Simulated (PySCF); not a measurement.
Al(F)(Cl)(OH) (AlClFHO), SMILES [Cl][Al]([OH])[F].

Geometry optimised at PBE0-D3(BJ)/def2-SVP. The values are those of a single conformer.

These are PBE/def2-TZVPD run with PySCF values and carry that method's errors.

Symmetry labels are those of the subgroup Cs that the program uses (full group Cs).

Question: List the valence orbital energies around the gap with their symmetry. (Estimate from the structure and the level; the computed values follow.)

Answer: 
```
orbital  symmetry  energy (eV)
-------  --------  -----------
HOMO−7         A'       -11.28
HOMO−6         A'       -10.13
HOMO−5         A"        -9.96
HOMO−4         A'        -9.66
HOMO−3         A'        -8.61
HOMO−2         A"        -8.54
HOMO−1         A'        -8.17
HOMO           A"        -8.15
LUMO           A'        -2.15
LUMO+1         A"        -0.97
LUMO+2         A'        -0.14
LUMO+3         A'         0.53
```
